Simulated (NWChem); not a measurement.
SiH$_{4}$SeO$_{2}$; SMILES O[SiH](O)[SeH]

```xyz
8

Si    -0.0036    -0.9898     0.4839
O     -1.2629    -1.7000    -0.3194
O      1.4950    -1.6135     0.1592
Se    -0.0488     1.2169    -0.1308
H     -0.2354    -1.2403     1.9187
H     -1.3634    -1.5111    -1.2573
H      1.8897    -1.3890    -0.6892
H      1.3198     1.4571     0.3498
```
Atoms are numbered in this order, from 1.

Level: PBE0/def2-SVP (NWChem), optimised geometry, unscaled harmonic frequencies. This build's default masses of Se (78.918 u) and Br (79.917 u) are each other's, which moves their modes by up to 0.6 %.

Task: List the harmonic frequencies with IR intensities, and the thermochemistry.

Result: 
| frequency (cm⁻¹) | IR intensity (km/mol) |
|---|---|
| 140 | 4.4 |
| 176 | 12.4 |
| 206 | 14.2 |
| 273 | 62.5 |
| 326 | 8.8 |
| 347 | 144.2 |
| 432 | 115.9 |
| 637 | 0.9 |
| 751 | 15.3 |
| 757 | 193.4 |
| 827 | 415.0 |
| 889 | 70.4 |
| 895 | 72.6 |
| 969 | 167.2 |
| 2335 | 98.6 |
| 2461 | 7.5 |
| 3924 | 75.0 |
| 3930 | 117.0 |

| Item | Value |
|---|---|
| zero-point energy | 29.0 kcal/mol |
| thermal correction to the enthalpy at 298.15 K (with zero-point energy) | 33.8 kcal/mol |
| heat capacity Cv | 22.4 cal/(mol K) |
| entropy at 298.15 K and 1 atm (symmetry number 1) | 81.5 cal/(mol K) |
| dipole moment | 2.21 D |

Rigid rotor and harmonic oscillator.
